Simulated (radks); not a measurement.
The numbers below are computed, except where a source is named.
Problem. Species: Se2+. Configuration: [Ar] 3d10 4s2 4f2 (not the ground configuration). Code: a radial shooting solver on a logarithmic mesh with Libxc functionals. Model: scalar-relativistic Kohn-Sham, BP86, spin-polarised, spherical densities, point nucleus; open shells are filled with parallel spins first. Some entries of the table are withheld. Estimate them.

orbital  occ.  eigenvalue (eV)  <1/r> (bohr^-1)
1s down     1        -12548.07            34.56
1s up       1        -12548.07            34.56
2s down     1        -1646.276            7.633
2s up       1        -1646.273            7.633
2p down     3        -1452.764            7.476
2p up       3        -1452.762            7.476
3s down     1        -251.5704            2.491
3s up       1        -251.5694            2.491
3p down     3        -191.0180              (1)
3p up       3        -191.0179              (2)
3d up       5         -90.9965              (3)
3d down     5         -90.9914              (4)
4s up       1         -48.8802           0.8269
4s down     1         -48.6079           0.8313
4f up       2          -7.8399           0.2528

Solution. 
(1) 3p down <1/r> (bohr^-1): 2.339
(2) 3p up <1/r> (bohr^-1): 2.339
(3) 3d up <1/r> (bohr^-1): 2.044
(4) 3d down <1/r> (bohr^-1): 2.044
